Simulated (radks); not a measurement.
Values are calculated unless marked as measured or tabulated.
Removal energies from the sulfur ion S+, [Ne] 3s2 3p3, by Delta-SCF beside the eigenvalue of the level emptied. Code: a radial shooting solver on a logarithmic mesh with Libxc functionals. Model: scalar-relativistic Kohn-Sham, PBEsol, spin-polarised, spherical densities, finite nucleus; Fermi nuclear charge, rms radius of each element as measured or else 0.836 A^(1/3) + 0.57 fm. Open shells are filled with parallel spins first.

| removed from | final configuration | Delta-SCF (eV) | -eigenvalue (eV) |
|---|---|---|---|
| 3p | [Ne] 3s2 3p2 | 23.307 | 17.850 |
| 3s | [Ne] 3s1 3p3 | 30.436 | 25.315 |
| 2p | [He] 2s2 2p5 3s2 3p3 | 184.90 | 167.33 |
| 2s | [He] 2s1 2p6 3s2 3p3 | 238.37 | 222.31 |
